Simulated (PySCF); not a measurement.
Another site gives an ion 56082.52 eV lower (`O[SiH2]Br`) at the level CAM-B3LYP-D3(BJ)/def2-TZVPD (PySCF).

Excitations are Tamm–Dancoff values on a coarser integration grid.

Z-matrix (Å, degrees):
```
S
O 1 1.5181
C 1 1.8050 2 106.64
H 3 1.0880 1 106.96 2 68.32
H 3 1.0885 4 109.91 1 119.98
H 3 1.0899 4 109.85 5 122.22
Si 1 2.2396 2 97.30 3 -100.53
O 7 1.6212 1 98.17 2 18.77
H 8 0.9823 7 109.30 1 -15.61
H 7 1.4740 8 114.72 9 98.25
H 7 1.4744 10 111.33 8 -129.28
```
Charge 0, multiplicity 1.

Task: Estimate the LUMO, S1 excitation (TDA) and total energy that PBE-D3(BJ)/def2-TZVPD // CAM-B3LYP-D3(BJ)/def2-TZVPD in PySCF returns for this input.

Result: 
| Item | Value |
|---|---|
| LUMO | -1.70 eV |
| S1 excitation (TDA) | 4.14 eV |
| total energy | -879.4579 Ha |
